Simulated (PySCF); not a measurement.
Spectrum to structure. Method: PySCF 2.14.0, density-fitted response routines, TDDFT CAM-B3LYP/def2-SVPD, vertical, gas phase, core orbitals frozen in the response. Geometries: GFN2-xTB, one conformer each.

```
state  ν̃ (cm⁻¹)       f     main configurations (H = HOMO, L = LUMO)
   S1      49020   0.026                                    H→L (90%)
   S2      57650  0.0069                                  H-1→L (84%)
   S3      58860  0.0051                                  H-2→L (79%)
   S4      61440   0.038                     H→L+2 (59%), H-3→L (13%)
   S5      63180   0.054                                  H→L+1 (78%)
   S6      65640   0.032        H→L+3 (27%), H→L+4 (22%), H→L+2 (14%)
   S7      66130  0.0012  H-1→L+1 (42%), H-1→L+2 (16%), H-1→L+4 (10%)
   S8      67170  0.0063  H-1→L+1 (27%), H-1→L+2 (26%), H-1→L+4 (14%)
```

Triplets computed (Tamm–Dancoff): 4.95, 6.45, 6.54 eV.

Problem. Which candidate is it?
A. `COc1ccco1`
B. `O=S1OCCO1`
C. `[H]/N=C\c1ccco1`

Solution. B. Its S1, at 6.08 eV, is the highest among the candidates; the nearest of the others has S1 at 5.70 eV. S1 is HOMO→LUMO (90%). Löwdin shares by element: HOMO oxygen 60%, sulfur 31%; LUMO sulfur 51%, oxygen 39%. At the same level the other candidates give, for their lowest levels:
- `COc1ccco1`: 5.70 eV (f 0.001); 5.88 eV (f 0.195); 6.40 eV (f 0.020); 6.66 eV (f 0.001); 6.94 eV (f 0.061); T1 3.89 eV; HOMO -7.15, LUMO 1.34 eV
- `[H]/N=C\c1ccco1`: 4.72 eV (f 0.003); 5.06 eV (f 0.393); 6.42 eV (f 0.004); 6.59 eV (f 0.003); 7.09 eV (f 0.111); T1 3.11 eV; HOMO -8.10, LUMO -0.39 eV
